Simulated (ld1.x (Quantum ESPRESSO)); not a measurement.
Which change was made? (Pt, PAW)

Pt, PAW, made with ld1.x (Quantum ESPRESSO) 7.5 (LDA (PZ), scalar-relativistic). Core [Xe] 4f14, reference 5d8 6s2 6p0. Waves: 6s (bound): rcut 2.40, rcutus 2.60 bohr; 6s channel at 2.35 Ry: rcut 2.40, rcutus 2.60 bohr; 6p (bound, empty): rcut 2.40, rcutus 2.80 bohr; 6p channel at 1.2 Ry: rcut 2.40, rcutus 2.80 bohr; 5d (bound): rcut 1.25, rcutus 1.55 bohr; 5d channel at 1.5 Ry: rcut 1.25, rcutus 1.55 bohr. Local part: all-electron potential smoothed inside 1.40 bohr (lloc = -1). Core correction: Bessel-smoothed model core, default radius (core density twice the valence density). Augmentation charge: PSQ, inside the norm-conserving radii.

Cutoffs, loose and tight: the cutoffs (Ry, on a coarse ladder) from which the occupation-weighted sum of valence levels, in a spherical-Bessel basis at the reference potential, stays within 10 and 1 mRy of its value at 400 Ry. They do not see the model core or the augmentation charge, which bear on the density cutoff. Test errors are all-electron minus pseudo excitation energies from the reference, over the configurations 5d9 6s1 6p0; 5d9 6s0 6p0; 5d8 6s0 6p0; 5d8 6s1 6p0; 5d10 6s0 6p0; 5d9.5 6s0.5 6p0; 5d7 6s0 6p0 (two spin-polarised tests are not counted in the largest error); variants that change the core or the reference have their own tests.

The base gives: outcome: generated; cutoff, loose: 45 Ry; cutoff, tight: 80 Ry; bound ghosts: s, p; largest test error (meV): -103.

Problem. After one change the result is: outcome: generated, overlap not positive; bound ghosts: s, p (d not tested, overlap not positive); largest test error (meV): -101. Which change was it?
A. local potential all-electron potential smoothed inside 2.98 bohr (lloc = -1)
B. local potential all-electron potential smoothed inside 1.58 bohr (lloc = -1)
C. local potential all-electron potential smoothed inside 1.82 bohr (lloc = -1)

Solution. B. The others give: local potential all-electron potential smoothed inside 1.82 bohr (lloc = -1) → outcome: generated; cutoff, loose: 45 Ry; cutoff, tight: 70 Ry; bound ghosts: s; largest test error (meV): -104 | local potential all-electron potential smoothed inside 2.98 bohr (lloc = -1) → outcome: generated; cutoff, loose: 45 Ry; cutoff, tight: 80 Ry; bound ghosts: none; largest test error (meV): -104. A file whose overlap is not positive is unfit for use, and its test errors describe a broken file.
